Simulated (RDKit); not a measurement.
RDKit input (MMFF94):

```python
from rdkit import Chem
from rdkit.Chem import AllChem, rdDetermineBonds

mol = Chem.MolFromXYZFile('mol.xyz')
rdDetermineBonds.DetermineBonds(mol, charge=1)
print('SMILES', Chem.MolToSmiles(Chem.RemoveHs(mol)))
ff = AllChem.MMFFGetMoleculeForceField(mol, AllChem.MMFFGetMoleculeProperties(mol))
e0 = ff.CalcEnergy()
flag = ff.Minimize(maxIts=5000, forceTol=1e-5)
print(f'energy {e0:.4f} -> {ff.CalcEnergy():.4f} kcal/mol, converged: {flag == 0}')
print(Chem.MolToXYZBlock(mol))
```
mol.xyz:
```
12

C     -1.86965100     0.20288200     0.10853500
C     -0.43259100    -0.09073500    -0.07292900
O      0.00113500    -1.08714100    -0.77414900
O      0.42290200     0.65748000     0.47633100
C      1.87560400     0.41309800     0.33022900
H     -2.33266400     0.36803700    -0.86836600
H     -2.00015800     1.08216900     0.73218100
H     -2.36035100    -0.65762300     0.57193300
H      2.13130100     0.47587400    -0.72366900
H      2.33196600     1.20875100     0.90559800
H      2.10315700    -0.56670400     0.74038700
H     -0.70572100    -1.62469500    -1.17053800
```

Output:

```
SMILES C/[O+]=C(/C)O
energy -33.1456 -> -39.2508 kcal/mol, converged: True
12

C     -1.846831    0.182570    0.094516
C     -0.384574   -0.048984   -0.042285
O      0.001046   -1.092840   -0.778332
O      0.447977    0.737760    0.534066
C      1.807366    0.418781    0.333019
H     -2.285383    0.343223   -0.893522
H     -2.022707    1.062383    0.717734
H     -2.313287   -0.690423    0.557828
H      2.070181    0.474622   -0.728064
H      2.410522    1.156866    0.870307
H      2.041969   -0.570272    0.739001
H     -0.761351   -1.592293   -1.148723
```

The dipole moment of an ion depends on the origin.

The geometry given is a B3LYP-D3(BJ)/def2-TZVP minimum.
